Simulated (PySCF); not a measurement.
## Peak assignment

Geometry (Å), atoms numbered from 1 in this order:
```xyz
16

C     2.4921    0.2757   -0.3594
C     1.0002    0.2508   -0.2147
C     0.2548   -0.8475   -0.6636
C    -1.1243   -0.8947   -0.5068
C    -1.7942    0.1724    0.1091
C    -3.2158    0.1304    0.2707
N    -4.3676    0.0951    0.4014
C    -1.0617    1.2801    0.5601
C     0.3170    1.3111    0.3954
H     2.8228   -0.3003   -1.2354
H     2.8717    1.3028   -0.4572
H     2.9758   -0.1690    0.5265
H     0.7672   -1.6825   -1.1484
H    -1.6933   -1.7556   -0.8624
H    -1.5819    2.1135    1.0358
H     0.8785    2.1807    0.7468
```

- structure optimised with PBE0-D3(BJ)/def2-SVP
- shielding tensors at PBE/pcSseg-1 (GIAO)
- J couplings at B3LYP/pcJ-1 (without the spin–dipole term)
- run in PySCF 2.14.0 with density-fitted response routines
- isolated molecule, one averaged value for each set of equivalent atoms, a single conformation, non-relativistic Hamiltonian

Shifts are taken against calculated references (same method and geometry level): ¹³C, ¹H vs TMS.

Task: Assign these signals to the numbered atoms. ¹³C{¹H} NMR (computed): δ 145.3, 136.2, 132.8, 122.6, 112.7, 24.5.

Result: 
```tsv
δ (ppm)	atoms	environment	reason
145.3	C2	substituted aromatic carbon	–
136.2	C4/C8	aromatic CH	the aromatic region
132.8	C3/C9	aromatic CH	–
122.6	C6	nitrile carbon	this is the usual window of a C≡N carbon, which has no attached hydrogen
112.7	C5	substituted aromatic carbon	–
24.5	C1	methyl carbon on an aromatic ring	a saturated carbon with 1 carbon neighbour and no heteroatom attached
```

Task: Assign these signals to the numbered atoms. ¹H NMR (400 MHz, computed): δ 7.49 (d, J = 8.9 Hz, 2H), 7.24 (d, J = 8.9 Hz, 2H), 2.42 (s, 3H).

Result: 
7.49 → H14/H15, hydrogen on an aromatic CH: it sits in the deshielding region of the aromatic ring current
7.24 → H13/H16, hydrogen on an aromatic CH
2.42 → H10/H11/H12, hydrogen on a methyl carbon on an aromatic ring: benzylic-type position, deshielded by the ring

Multiplet labels drop couplings under 1 Hz and merge nearly equal ones. Couplings among chemically equivalent protons are left out too, so labels in AA′BB′ or AA′XX′ sets are apparent multiplicities. Unscaled 3J(H,H) at this level run about 10 % above measured values. Shifts are as computed. Against solution values, carbons near 30 ppm lie about +2 ppm off and those near 130 ppm about +2 ppm. Of 1211 compounds with measured shifts, 218 miss one by over three times the rms of a fit or turn the order of signals round; such compounds aren't used in these exercises.
